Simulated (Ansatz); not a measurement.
`[OH][Ga]([F])[F]` + HBr → `[F][Ga]([F])[Br]` + H₂O at 600 K and 1 bar (ligand exchange at a Ga–O bond).

Computed with Ansatz on PBE0-D4/def2-TZVP structures; ΔE is electronic, products minus reactants. CCSD(T)/CBS adds triple-zeta CCSD(T) − MP2 to the extrapolated MP2 energy (def2 sets, frozen cores). This one scheme is used for every species. For Br, Ga outer-core shells are correlated without core-valence functions, which leaves a few kJ/mol of doubt a bond. Scalar relativity is left out up to krypton. One conformer a species, not always the lowest.

```csv
species,CCSD(T)/CBS energy (Eh),H − E (kJ/mol),S (J/(mol·K))
`[OH][Ga]([F])[F]`,-2199.41346,88.9,372.0
HBr,-2573.91920,33.5,219.1
`[F][Ga]([F])[Br]`,-4696.97905,52.7,376.9
H₂O,-76.37941,76.8,212.8
```

H − E and S are ideal-gas, rigid-rotor, harmonic terms from PBE0-D4/def2-TZVP, for one conformer and one mirror image of each species. 1 Eh = 2625.50 kJ/mol, R = 8.31446 J/(mol·K).

Q: By hand: ΔE, ΔH, ΔS and ΔG.

A: ΔE = (-4696.97905) + (-76.37941) − (-2199.41346) − (-2573.91920) = -0.02580 Eh = -67.7 kJ/mol. Δ(H − E) = 52.7 + 76.8 − 88.9 − 33.5 = 7.1, so ΔH = -60.6 kJ/mol. ΔS = 376.9 + 212.8 − 372.0 − 219.1 = -1.4 J/(mol·K). ΔG = -60.6 − 600 × (-1.4)/1000 = -59.8 kJ/mol.

Q: By hand: the equilibrium constant, and the temperature at which ΔG would vanish if ΔH and ΔS stayed fixed.

A: log₁₀ K = −ΔG/(RT ln 10) = 5.2. ΔG = 0 at ΔH/ΔS = 43286 K, far beyond where these terms or the molecules hold.

The number of gas molecules stays the same, so ΔS is small and ΔH decides. A doubt of 5 kJ/mol in ΔE shifts log₁₀ K by 0.4 here. Other conformers and mirror images would add mixing entropy, several J/(mol·K) or more a flexible species. These are equilibria of isolated gas molecules and say nothing of rates. Largest T1 diagnostic: 0.015 (customary marks: 0.02 for closed shells, 0.045 for open ones).
